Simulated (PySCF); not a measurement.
Radial density of Cl²⁺ (chlorine, charge +2)

UHF, [Ne] 3s2 3p3, high-spin 4S determinant. Computed with PySCF 2.14 in def2-TZVP (5s5p2d1f, 37 functions), with no relativity, point nucleus.

```tsv
r (bohr)	4πr²ρ (e/bohr)	4πr²(ρα − ρβ)
0.00172	0.1125	0.0000
0.00289	0.3071	0.0001
0.00486	0.8100	0.0001
0.00818	2.051	0.0004
0.0138	4.799	0.0010
0.0231	9.902	0.0031
0.0389	16.49	0.0121
0.0654	19.57	0.0514
0.110	15.24	0.1914
0.185	14.09	0.4565
0.311	19.41	0.4283
0.524	11.04	-0.0264
0.881	3.456	1.1019
1.48	3.665	2.1449
2.49	0.7886	0.5458
4.19	0.01570	0.0115
7.05	1.414e-05	0.0000
```

(1) Where is the radial spin density 4πr²(ρα − ρβ) most negative, and why is it negative at all?

Answers

(1) Around r = 0.524 bohr, down to -0.0264 e/bohr: exchange with the open shell polarises the paired shells in an unrestricted calculation.
